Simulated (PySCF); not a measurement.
Ionising InSn

UHF-CCSD(T); PySCF, scalar-relativistic core potentials, basis sets In cc-pVDZ-PP with ECP28, Sn cc-pVDZ-PP with ECP28. Neutral (UHF): quartet (σ ↑, π ↑↑), Re = 2.888 Å, ωe = 147 cm⁻¹, De = 1.77 eV.

InSn⁺ (UHF): triplet (σ ↑, π ↑), Re = 3.346 Å, ωe = 78.8 cm⁻¹, De = 0.71 eV to In⁺ + Sn. The energies at the minima are -402.73460 hartree for InSn and -402.49619 for InSn⁺.

Task: Work out the adiabatic ionisation energy, without and with harmonic zero-point energies (1 hartree = 27.2114 eV, 1 eV = 8065.5 cm⁻¹), and the change of the bond length.

Result: At UHF-CCSD(T): 0.23841 hartree = 6.487 eV between the minima; the zero-point term (78.8 − 147.0)/2 cm⁻¹ = -0.004 eV makes it 6.483 eV. Re changes by +45.8 pm against the neutral. The electron leaves a π orbital, and the ion is left as a loose complex of an ion and an atom.

Correlated steps freeze 8 core orbitals. Correlated levels converge slowly with the basis: in double zeta they bind strong bonds too weakly, by up to about 1 eV, and carry superposition errors of some tenths. Spin–orbit coupling is left out, which matters for elements this heavy, above all for dissociation energies. For an ion De counts to the pair picked by the measured ionisation energies or electron affinities, which need not be the lowest pair at this level. States were picked by a PBE0 search and need not be the measured ground states.
